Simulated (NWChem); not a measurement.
# Extrapolating the UMP2 correlation energy of CClF$_{2}$

SMILES: F[C](F)Cl
```xyz
4

F      1.0532    -0.0780    -1.0793
C      0.4266     0.3236     0.0000
F      1.0532    -0.0780     1.0793
Cl    -1.2657    -0.0316     0.0000
```
Charge 0, spin multiplicity 2.

Program: NWChem. The geometry was optimised at UPBE0/def2-SVP, a minimum by its harmonic frequencies.

The correlated methods keep 8 core orbitals frozen. The structure started from a generated list of species. The unpaired electrons of the parent sit in orbitals of symmetry a' (Cs labels of the run); other states weren't searched. No SCF solution was tested for a lower state. Open-shell Hartree-Fock references start from PBE0 orbitals; any time given for them includes that run.

Worked example. The UMP2 correlation energy is -613.95 mHa in cc-pVDZ and -817.35 mHa in cc-pVTZ. The form E(X) = E∞ + A/X³ turns the pair into an estimate of the basis-set limit.

E∞ = (3³·(-817.35) − 2³·(-613.95))/(3³ − 2³) = -903.0 mHa. The larger basis holds 91 % of that, at about 4 times the processor time of the smaller one. This is a two-point estimate, and a rough one from so small a pair.
